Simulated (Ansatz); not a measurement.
A run for Ansatz (a quantum-chemistry and plane-wave program): U-PBE/def2-TZVPP on H4O2Zr (SMILES [OH][ZrH2][OH]), 2S+1 = 3, a spin state set in the input, which need not be the lowest. Elements past Kr take the def2 small-core potentials; no spin–orbit coupling.

Ansatz 0.2 input:
```yaml
crystal:
  periodic: [false, false, false]
  atoms:
    - {symbol: Zr, position_ang: [-0.04848631, -0.02318438, -0.03512262]}
    - {symbol: O, position_ang: [1.07503271, 0.83050428, -1.36763458]}
    - {symbol: H, position_ang: [1.78876767, 1.26751519, -1.82807986]}
    - {symbol: O, position_ang: [0.22926058, -0.41450156, 1.84534346]}
    - {symbol: H, position_ang: [0.58906534, -0.49731060, 2.72631338]}
    - {symbol: H, position_ang: [-1.70761296, -0.98709499, -0.84527972]}
    - {symbol: H, position_ang: [-2.02783496, -0.25153147, -0.64462830]}
basis:
  gaussian:
    orbitals: def2-TZVPP
hamiltonian:
  xc: {name: PBE}
magnetization: {spin_polarized: true, initial_magnetization: 2}
```

The head of its log:

```
WARN ansatz: RAYON_NUM_THREADS=4 ignored (pool sized by the plan → 4); use --threads N
Functional definition: PBE
integrals: 0.06 GiB planned
850 factors; their error is unknown
mean field: 0.70 GiB planned
mean field evaluation 1: about -5423.7957 eV, gradient 6.7e1 eV
mean field evaluation 2: about -5253.7908 eV, gradient 1.8e2 eV
```

What total energy does the run end on?

-199.8708 hartree.
